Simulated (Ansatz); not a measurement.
Relaxation of Al11Sb10F3 with RKS r2SCAN-D4/def2-SVP.

```sh
$ ansatz run in.yaml --threads 4 --pin off --events-out ev --progress --plain --max-ram 46080MiB --backend cuda --devices 0, --max-vram 37GiB
```

```yaml
crystal:
  periodic: [false, false, false]
  atoms:
    - {symbol: Al, position_ang: [-3.189300, -3.397600, 0.728700]}
    - {symbol: Al, position_ang: [-3.214000, -0.326400, -2.339600]}
    - {symbol: Al, position_ang: [-3.202500, 2.738700, 0.729200]}
    - {symbol: Al, position_ang: [-0.120100, -3.409500, -2.338100]}
    - {symbol: Al, position_ang: [-0.135500, -0.342400, 0.716500]}
    - {symbol: Al, position_ang: [2.954500, -3.409400, 0.719300]}
    - {symbol: Al, position_ang: [2.933800, -0.343800, -2.346200]}
    - {symbol: Al, position_ang: [-0.128600, 2.749400, -2.331200]}
    - {symbol: Al, position_ang: [-0.165200, 5.771700, 0.721100]}
    - {symbol: Al, position_ang: [2.939200, 2.733200, 0.727000]}
    - {symbol: Al, position_ang: [6.047300, -0.356600, 0.718100]}
    - {symbol: F, position_ang: [-4.261900, 0.713800, -3.404100]}
    - {symbol: F, position_ang: [-4.241700, 1.690600, 1.749800]}
    - {symbol: F, position_ang: [1.898600, -4.442400, 1.770000]}
    - {symbol: Sb, position_ang: [-1.628800, -4.935300, -0.801300]}
    - {symbol: Sb, position_ang: [-4.737200, -1.899700, -0.808800]}
    - {symbol: Sb, position_ang: [-1.657900, -1.893400, 2.248500]}
    - {symbol: Sb, position_ang: [-1.660600, 1.180900, -0.812800]}
    - {symbol: Sb, position_ang: [-1.658100, 4.265600, 2.251100]}
    - {symbol: Sb, position_ang: [1.419400, -1.861600, -0.806500]}
    - {symbol: Sb, position_ang: [1.398200, 1.206000, 2.251200]}
    - {symbol: Sb, position_ang: [4.493700, -1.891000, 2.272400]}
    - {symbol: Sb, position_ang: [4.480200, 1.176300, -0.816000]}
    - {symbol: Sb, position_ang: [1.411300, 4.269100, -0.826000]}
basis:
  gaussian: {orbitals: def2-SVP, fitting: {mean_field: def2-universal-jkfit}}
hamiltonian: {xc: r2scan, dispersion: d4}
scf: {lower_state_search: "off"}
output: {orbitals: {seedname: orbitals}}
relax: {f_tol: 0.03, max_steps: 70}
```

It took 3.6 min on 4 threads of AMD EPYC 7R13 on a shared host and a share (37 GiB) of an NVIDIA H100 80GB HBM3, peak host memory 1.3 GiB.

Positions (Å) and forces (eV/Å) at steps 1, 2, 3, 4, 5, 6, 7, 8, 9, 10, 11, 12 of 48:

```xyz
24
step=1 energy=-146091.8199 eV
Al   -3.189   -3.398    0.729    0.948    0.641   -1.552
Al   -3.214   -0.326   -2.340   -2.141    1.282   -0.735
Al   -3.203    2.739    0.729   -0.531   -1.521    2.285
Al   -0.120   -3.409   -2.338   -0.791   -0.250    0.491
Al   -0.136   -0.342    0.717   -0.024    0.057    0.423
Al    2.954   -3.409    0.719   -1.549   -0.664    2.520
Al    2.934   -0.344   -2.346    0.003    0.644    0.016
Al   -0.129    2.749   -2.331    0.372   -0.224    0.118
Al   -0.165    5.772    0.721   -0.234   -0.679    0.191
Al    2.939    2.733    0.727   -0.700   -0.847   -0.735
Al    6.047   -0.357    0.718   -0.707   -0.411    0.387
F    -4.262    0.714   -3.404    1.774   -1.640    1.393
F    -4.242    1.691    1.750    1.148    1.502   -1.691
F     1.899   -4.442    1.770    1.588    1.253   -1.833
Sb   -1.629   -4.935   -0.801    0.458    0.143    0.169
Sb   -4.737   -1.900   -0.809   -0.044    0.194    0.225
Sb   -1.658   -1.893    2.248   -0.342   -0.085    0.440
Sb   -1.661    1.181   -0.813   -0.290    0.315   -0.850
Sb   -1.658    4.266    2.251   -0.262   -0.044   -0.169
Sb    1.419   -1.862   -0.806    0.309   -0.732   -0.601
Sb    1.398    1.206    2.251    0.241    0.067    0.716
Sb    4.494   -1.891    2.272    0.051   -0.035   -0.453
Sb    4.480    1.176   -0.816    0.210    0.493   -0.265
Sb    1.411    4.269   -0.826    0.510    0.541   -0.489
24
step=2 energy=-146093.7504 eV
Al   -3.087   -3.323    0.580    0.857    0.746   -1.144
Al   -3.294   -0.326   -2.281   -1.470    1.077   -0.615
Al   -3.123    2.702    0.824   -0.582   -1.382    1.286
Al   -0.195   -3.426   -2.303   -0.523    0.010    0.404
Al   -0.135   -0.338    0.748    0.023    0.090    0.085
Al    2.928   -3.343    0.822   -1.309   -0.660    1.549
Al    2.929   -0.275   -2.345   -0.241    0.504    0.138
Al   -0.077    2.733   -2.325    0.455   -0.240    0.092
Al   -0.181    5.701    0.731   -0.088   -0.809    0.005
Al    2.858    2.646    0.647   -0.962   -0.842   -0.593
Al    5.978   -0.383    0.741   -0.808   -0.212    0.089
F    -4.216    0.679   -3.402    1.185   -1.251    1.010
F    -4.267    1.709    1.703    0.958    1.094   -1.147
F     1.914   -4.462    1.725    1.168    0.988   -1.226
Sb   -1.577   -4.951   -0.781    0.388   -0.360    0.118
Sb   -4.766   -1.875   -0.785   -0.256    0.098    0.270
Sb   -1.687   -1.893    2.292   -0.277    0.012    0.223
Sb   -1.679    1.201   -0.880   -0.089    0.102   -0.242
Sb   -1.678    4.264    2.262   -0.020    0.103    0.302
Sb    1.441   -1.915   -0.857    0.181   -0.329   -0.403
Sb    1.414    1.201    2.330    0.038   -0.005    0.565
Sb    4.498   -1.891    2.261    0.113   -0.001    0.148
Sb    4.511    1.225   -0.848    0.697    0.523   -0.444
Sb    1.465    4.327   -0.885    0.562    0.744   -0.472
24
step=3 energy=-146095.3713 eV
Al   -2.980   -3.250    0.436    0.716    0.821   -0.683
Al   -3.366   -0.307   -2.224   -0.871    0.749   -0.385
Al   -3.064    2.677    0.891   -0.490   -1.316    0.471
Al   -0.264   -3.430   -2.247   -0.227    0.213    0.240
Al   -0.129   -0.334    0.765    0.045    0.058    0.042
Al    2.909   -3.290    0.902   -1.155   -0.508    0.644
Al    2.912   -0.189   -2.319   -0.422    0.424    0.255
Al   -0.008    2.706   -2.298    0.573   -0.265    0.172
Al   -0.195    5.595    0.733    0.097   -0.898   -0.204
Al    2.750    2.531    0.545   -0.958   -0.723   -0.338
Al    5.865   -0.414    0.750   -0.891    0.115   -0.289
F    -4.185    0.638   -3.408    0.679   -0.770    0.551
F    -4.269    1.728    1.671    0.668    0.743   -0.740
F     1.936   -4.469    1.692    0.751    0.606   -0.705
Sb   -1.537   -4.995   -0.770    0.250   -0.719    0.111
Sb   -4.793   -1.854   -0.764   -0.375   -0.082    0.317
Sb   -1.713   -1.881    2.319   -0.207    0.111   -0.135
Sb   -1.688    1.218   -0.917    0.073    0.073    0.105
Sb   -1.697    4.249    2.294    0.235    0.354    0.666
Sb    1.465   -1.952   -0.894    0.117    0.000   -0.261
Sb    1.405    1.197    2.408   -0.073   -0.029    0.209
Sb    4.496   -1.906    2.284    0.263    0.093    0.657
Sb    4.582    1.310   -0.917    0.877    0.311   -0.371
Sb    1.544    4.407   -0.961    0.323    0.637   -0.330
24
step=4 energy=-146096.8340 eV
Al   -2.866   -3.169    0.300    0.543    0.754   -0.366
Al   -3.436   -0.278   -2.159   -0.523    0.440   -0.150
Al   -2.990    2.634    0.944   -0.341   -1.066    0.077
Al   -0.316   -3.425   -2.187   -0.055    0.216    0.180
Al   -0.115   -0.329    0.767    0.020    0.009    0.106
Al    2.869   -3.224    0.960   -0.905   -0.306    0.136
Al    2.857   -0.076   -2.276   -0.539    0.507    0.266
Al    0.100    2.644   -2.259    0.720   -0.339    0.230
Al   -0.196    5.449    0.716    0.172   -0.925   -0.290
Al    2.639    2.417    0.450   -0.674   -0.514   -0.184
Al    5.705   -0.428    0.730   -0.929    0.285   -0.457
F    -4.155    0.598   -3.423    0.376   -0.419    0.251
F    -4.273    1.754    1.636    0.478    0.491   -0.480
F     1.968   -4.477    1.666    0.431    0.334   -0.388
Sb   -1.504   -5.071   -0.766    0.122   -0.660    0.071
Sb   -4.837   -1.852   -0.735   -0.228   -0.162    0.280
Sb   -1.738   -1.844    2.313   -0.129    0.137   -0.352
Sb   -1.671    1.220   -0.928    0.084    0.084    0.124
Sb   -1.700    4.243    2.364    0.359    0.476    0.662
Sb    1.471   -1.950   -0.922    0.108    0.159   -0.167
Sb    1.381    1.192    2.456   -0.053    0.019   -0.125
Sb    4.494   -1.920    2.353    0.386    0.173    0.717
Sb    4.666    1.402   -0.998    0.574    0.009   -0.066
Sb    1.624    4.477   -1.032    0.004    0.299   -0.076
24
step=5 energy=-146098.1161 eV
Al   -2.756   -3.085    0.189    0.344    0.531   -0.182
Al   -3.497   -0.250   -2.100   -0.363    0.289   -0.051
Al   -2.907    2.582    0.981   -0.203   -0.688    0.053
Al   -0.344   -3.415   -2.128    0.007    0.070    0.221
Al   -0.105   -0.323    0.765    0.010    0.001    0.110
Al    2.820   -3.156    0.998   -0.564   -0.117    0.026
Al    2.742    0.074   -2.236   -0.610    0.652    0.282
Al    0.253    2.531   -2.217    0.808   -0.495    0.331
Al   -0.189    5.283    0.685    0.071   -0.947   -0.227
Al    2.551    2.332    0.384   -0.349   -0.315   -0.115
Al    5.524   -0.423    0.689   -0.996    0.137   -0.326
F    -4.123    0.567   -3.441    0.249   -0.283    0.182
F    -4.270    1.783    1.595    0.436    0.363   -0.353
F     1.995   -4.483    1.635    0.265    0.244   -0.252
Sb   -1.481   -5.145   -0.764    0.036   -0.306   -0.015
Sb   -4.874   -1.864   -0.701    0.000   -0.159    0.191
Sb   -1.755   -1.799    2.286   -0.061    0.128   -0.389
Sb   -1.645    1.217   -0.935    0.050    0.056   -0.040
Sb   -1.688    4.248    2.448    0.340    0.437    0.386
Sb    1.472   -1.919   -0.943    0.084    0.206   -0.156
Sb    1.359    1.191    2.469   -0.031    0.058   -0.237
Sb    4.503   -1.926    2.434    0.423    0.200    0.409
Sb    4.716    1.456   -1.048    0.186   -0.118    0.088
Sb    1.673    4.510   -1.074   -0.131    0.055    0.064
24
step=6 energy=-146099.0158 eV
Al   -2.692   -3.031    0.135    0.234    0.364   -0.116
Al   -3.537   -0.233   -2.064   -0.282    0.262   -0.054
Al   -2.846    2.553    0.996   -0.107   -0.405    0.143
Al   -0.347   -3.410   -2.088    0.033   -0.038    0.245
Al   -0.099   -0.316    0.761    0.024   -0.001    0.055
Al    2.791   -3.106    1.013   -0.280    0.023    0.113
Al    2.622    0.211   -2.200   -0.493    0.571    0.292
Al    0.400    2.413   -2.167    0.684   -0.490    0.477
Al   -0.191    5.143    0.652   -0.075   -0.926   -0.116
Al    2.507    2.291    0.353   -0.141   -0.212   -0.012
Al    5.373   -0.424    0.649   -1.024   -0.117   -0.073
F    -4.103    0.547   -3.452    0.199   -0.264    0.213
F    -4.256    1.805    1.564    0.453    0.315   -0.312
F     2.013   -4.476    1.609    0.201    0.258   -0.230
Sb   -1.476   -5.183   -0.766    0.005   -0.053   -0.070
Sb   -4.887   -1.879   -0.677    0.086   -0.131    0.115
Sb   -1.762   -1.767    2.259   -0.021    0.129   -0.277
Sb   -1.629    1.214   -0.947    0.016   -0.006   -0.214
Sb   -1.678    4.266    2.506    0.274    0.341    0.104
Sb    1.476   -1.886   -0.960    0.030    0.232   -0.201
Sb    1.346    1.196    2.461   -0.049    0.075   -0.208
Sb    4.524   -1.933    2.489    0.402    0.158    0.055
Sb    4.728    1.477   -1.066   -0.068   -0.042    0.029
Sb    1.696    4.516   -1.089   -0.101   -0.042    0.041
24
step=7 energy=-146099.8438 eV
Al   -2.641   -2.982    0.103    0.214    0.196   -0.057
Al   -3.578   -0.221   -2.035   -0.158    0.331   -0.131
Al   -2.782    2.535    1.004   -0.032   -0.260    0.166
Al   -0.339   -3.412   -2.054    0.075   -0.074    0.255
Al   -0.094   -0.308    0.753   -0.061   -0.026   -0.146
Al    2.778   -3.049    1.023   -0.083    0.122    0.196
Al    2.521    0.330   -2.161   -0.347    0.530    0.428
Al    0.535    2.302   -2.080    0.581   -0.392    0.530
Al   -0.204    4.983    0.610   -0.030   -0.829   -0.057
Al    2.490    2.268    0.352   -0.073   -0.141   -0.243
Al    5.191   -0.439    0.609   -0.914   -0.180    0.104
F    -4.090    0.523   -3.462    0.131   -0.279    0.227
F    -4.227    1.830    1.529    0.421    0.260   -0.266
F     2.030   -4.452    1.575    0.145    0.259   -0.216
Sb   -1.481   -5.199   -0.772   -0.035    0.071   -0.095
Sb   -4.890   -1.899   -0.660    0.076   -0.130    0.169
Sb   -1.762   -1.733    2.239   -0.152    0.054   -0.139
Sb   -1.627    1.205   -0.974    0.066   -0.001   -0.157
Sb   -1.670    4.293    2.547    0.188    0.152   -0.079
Sb    1.480   -1.853   -0.984    0.052    0.282   -0.187
Sb    1.327    1.206    2.452   -0.063    0.069   -0.075
Sb    4.568   -1.954    2.528    0.276    0.057   -0.198
Sb    4.721    1.498   -1.078   -0.214   -0.030   -0.029
Sb    1.718    4.514   -1.093   -0.062   -0.042    0.003
24
step=8 energy=-146100.4537 eV
Al   -2.598   -2.953    0.090    0.219    0.000   -0.059
Al   -3.604   -0.193   -2.004   -0.072    0.326   -0.218
Al   -2.721    2.514    1.009   -0.010   -0.182    0.191
Al   -0.311   -3.417   -2.012    0.117   -0.056    0.295
Al   -0.117   -0.317    0.731   -0.126   -0.080   -0.260
Al    2.773   -2.988    1.035   -0.018    0.118    0.202
Al    2.430    0.456   -2.082    0.400   -0.185    0.262
Al    0.667    2.209   -1.965   -0.250    0.385    0.361
Al   -0.197    4.813    0.575    0.134   -0.646   -0.071
Al    2.460    2.241    0.306   -0.001   -0.029   -0.360
Al    5.005   -0.447    0.588   -0.711   -0.052    0.145
F    -4.091    0.486   -3.470    0.085   -0.270    0.246
F    -4.196    1.851    1.495    0.333    0.182   -0.224
F     2.040   -4.417    1.535    0.091    0.236   -0.189
Sb   -1.492   -5.206   -0.788   -0.064    0.085   -0.129
Sb   -4.875   -1.907   -0.630    0.067   -0.085    0.286
Sb   -1.793   -1.708    2.231   -0.367   -0.010   -0.071
Sb   -1.618    1.206   -1.002    0.134    0.060   -0.029
Sb   -1.654    4.306    2.564    0.151   -0.086   -0.128
Sb    1.492   -1.809   -1.004    0.058    0.212   -0.079
Sb    1.301    1.216    2.416   -0.067    0.064    0.129
Sb    4.622   -1.985    2.543    0.076    0.033   -0.283
Sb    4.708    1.514   -1.084   -0.129   -0.073   -0.002
Sb    1.743    4.524   -1.106   -0.054    0.053   -0.017
24
step=9 energy=-146100.9201 eV
Al   -2.555   -2.963    0.069    0.216   -0.123   -0.052
Al   -3.616   -0.159   -1.969   -0.062    0.197   -0.213
Al   -2.658    2.479    1.034   -0.132   -0.182    0.170
Al   -0.267   -3.423   -1.948    0.152   -0.077    0.288
Al   -0.159   -0.338    0.706   -0.060   -0.062   -0.104
Al    2.763   -2.927    1.055   -0.059   -0.031    0.153
Al    2.451    0.485   -2.040    0.047    0.092   -0.031
Al    0.675    2.247   -1.904    0.016    0.095    0.067
Al   -0.155    4.632    0.555    0.250   -0.409   -0.086
Al    2.445    2.239    0.255   -0.043   -0.029   -0.216
Al    4.810   -0.434    0.594   -0.446    0.108    0.101
F    -4.093    0.431   -3.474    0.059   -0.222    0.257
F    -4.175    1.871    1.448    0.258    0.127   -0.164
F     2.044   -4.384    1.484    0.049    0.198   -0.142
Sb   -1.509   -5.222   -0.819   -0.026    0.029   -0.194
Sb   -4.841   -1.899   -0.558    0.089    0.071    0.343
Sb   -1.888   -1.683    2.216   -0.440    0.070   -0.155
Sb   -1.601    1.220   -1.012    0.023    0.044   -0.011
Sb   -1.600    4.267    2.572    0.166   -0.158   -0.011
Sb    1.513   -1.766   -1.005   -0.021    0.031    0.011
Sb    1.274    1.229    2.387   -0.094    0.083    0.062
Sb    4.641   -1.994    2.540    0.015    0.030   -0.155
Sb    4.704    1.525   -1.085    0.106   -0.086    0.066
Sb    1.773    4.552   -1.130   -0.062    0.203    0.015
24
step=10 energy=-146101.4494 eV
Al   -2.499   -3.017    0.031    0.182   -0.238   -0.063
Al   -3.611   -0.133   -1.934   -0.059    0.142   -0.224
Al   -2.619    2.431    1.069   -0.281   -0.281    0.089
Al   -0.191   -3.449   -1.866    0.126   -0.119    0.318
Al   -0.197   -0.354    0.695   -0.093    0.025   -0.039
Al    2.750   -2.892    1.080   -0.085   -0.142    0.094
Al    2.451    0.535   -2.049    0.019    0.075   -0.176
Al    0.703    2.275   -1.889   -0.082    0.085   -0.120
Al   -0.081    4.475    0.556    0.358   -0.255   -0.175
Al    2.421    2.234    0.188   -0.037    0.026   -0.175
Al    4.646   -0.388    0.630   -0.257    0.163    0.070
F    -4.107    0.377   -3.463    0.056   -0.222    0.319
F    -4.177    1.878    1.410    0.276    0.151   -0.120
F     2.025   -4.365    1.445    0.038    0.198   -0.116
Sb   -1.520   -5.270   -0.892    0.021    0.022   -0.258
Sb   -4.781   -1.846   -0.415    0.284    0.203    0.507
Sb   -2.064   -1.618    2.153   -0.608    0.090   -0.319
Sb   -1.581    1.244   -1.020    0.057    0.047   -0.059
Sb   -1.518    4.192    2.590    0.226   -0.280    0.174
Sb    1.536   -1.718   -0.996   -0.075   -0.026    0.069
Sb    1.234    1.273    2.359   -0.156    0.094    0.112
Sb    4.648   -1.999    2.539   -0.052    0.060   -0.043
Sb    4.716    1.519   -1.087    0.174   -0.032    0.099
Sb    1.791    4.603   -1.161   -0.033    0.214    0.035
24
step=11 energy=-146101.9893 eV
Al   -2.456   -3.080    0.000    0.096   -0.203   -0.030
Al   -3.602   -0.118   -1.908   -0.089    0.072   -0.224
Al   -2.598    2.383    1.087   -0.353   -0.359    0.011
Al   -0.135   -3.475   -1.798    0.112   -0.140    0.310
Al   -0.235   -0.352    0.696   -0.222    0.071   -0.039
Al    2.742   -2.878    1.092   -0.094   -0.158    0.063
Al    2.452    0.569   -2.072    0.013    0.052   -0.173
Al    0.717    2.300   -1.905   -0.114    0.108   -0.185
Al   -0.015    4.374    0.556    0.407   -0.257   -0.236
Al    2.400    2.234    0.145   -0.030    0.061   -0.170
Al    4.550   -0.348    0.660   -0.158    0.141    0.042
F    -4.120    0.332   -3.449    0.061   -0.217    0.368
F    -4.184    1.891    1.388    0.322    0.188   -0.100
F     2.008   -4.355    1.419    0.042    0.189   -0.108
Sb   -1.521   -5.317   -0.963    0.051   -0.009   -0.285
Sb   -4.703   -1.781   -0.266    0.368    0.257    0.495
Sb   -2.232   -1.561    2.069   -0.544    0.078   -0.340
Sb   -1.563    1.263   -1.037    0.070    0.093   -0.119
Sb   -1.436    4.102    2.613    0.354   -0.421    0.269
Sb    1.541   -1.681   -0.980   -0.079    0.001    0.104
Sb    1.194    1.314    2.349   -0.256    0.181    0.188
Sb    4.640   -1.991    2.544   -0.100    0.111   -0.007
Sb    4.725    1.520   -1.083    0.188   -0.002    0.123
Sb    1.806    4.641   -1.184   -0.045    0.162    0.043
24
step=12 energy=-146102.5699 eV
Al   -2.423   -3.144   -0.023   -0.007   -0.130   -0.003
Al   -3.592   -0.112   -1.883   -0.135    0.044   -0.252
Al   -2.575    2.323    1.096   -0.420   -0.419   -0.024
Al   -0.079   -3.502   -1.728    0.107   -0.139    0.297
Al   -0.294   -0.332    0.696   -0.325    0.124   -0.055
Al    2.734   -2.865    1.102   -0.071   -0.132    0.062
Al    2.454    0.601   -2.094    0.014    0.010   -0.114
Al    0.730    2.327   -1.932   -0.110    0.146   -0.243
Al    0.057    4.267    0.551    0.452   -0.298   -0.277
Al    2.375    2.237    0.107   -0.004    0.084   -0.144
Al    4.475   -0.312    0.683   -0.060    0.068    0.010
F    -4.136    0.287   -3.430    0.071   -0.222    0.409
F    -4.193    1.915    1.371    0.398    0.204   -0.094
F     1.992   -4.346    1.393    0.041    0.171   -0.113
Sb   -1.521   -5.361   -1.038    0.046    0.005   -0.277
Sb   -4.609   -1.708   -0.111    0.048    0.188    0.078
Sb   -2.393   -1.513    1.977   -0.048    0.116    0.022
Sb   -1.547    1.291   -1.073    0.027    0.115   -0.169
Sb   -1.322    3.965    2.646    0.508   -0.611    0.333
Sb    1.536   -1.639   -0.955   -0.106    0.032    0.147
Sb    1.127    1.376    2.343   -0.418    0.347    0.241
Sb    4.619   -1.971    2.555   -0.144    0.165   -0.020
Sb    4.735    1.527   -1.073    0.222    0.040    0.147
Sb    1.823    4.675   -1.209   -0.084    0.091    0.038
```

In the def2 sets Sb takes a core potential; there is no spin–orbit coupling. Single mean-field runs in def2-SVP are fitted with def2-universal-jkfit. The restricted singlet is unstable towards broken spin symmetry in Hartree–Fock (as tested in another run); at r2SCAN-D4/def2-SVP this wasn't settled. Another isomer (singlet) lies 0.68 eV lower at PBE0-D4/def2-TZVP; other spin states weren't run for this one.
